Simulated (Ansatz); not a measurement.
Mulliken charges of CH$_{5}$NOSSi, SMILES `N[SiH](O)C=S` from B3LYP/def2-TZVPP in Ansatz (PBE0-D4/def2-TZVP geometry).

```
atom   x (Å)   y (Å)   z (Å)  charge (e)
  N1  -1.415  -0.329   0.526      -0.386
 Si2   0.181  -0.449  -0.059       0.592
  O3   1.254  -0.710   1.159      -0.402
  C4   0.868   1.106  -0.869      -0.125
  S5  -0.066   2.110  -1.716      -0.172
  H6  -1.695   0.458   1.090       0.139
  H7  -2.170  -0.627  -0.071       0.145
  H8   0.161  -1.541  -1.067      -0.109
  H9   1.028  -1.395   1.791       0.190
 H10   1.937   1.325  -0.783       0.129
```

Task: By hand: the dipole of these point charges (1 e Å = 4.8032 D).

Result: Σ q r = (-0.071, -0.308, 0.197) e Å, of length 0.372 e Å = 1.79 D.

Task: How does the dipole of the full density compare? (An estimate is asked.)

Result: Ansatz gave: (-0.196, -0.276, 0.279) e Å, 2.11 D; the point charges give 0.85 times that, at 20° from its direction.

Point charges leave out the atoms' own dipoles, such as those of lone pairs, and Mulliken's split depends on the basis, so the two needn't agree.

B3LYP here is the variant with VWN-RPA as its local correlation; programs differ in this.
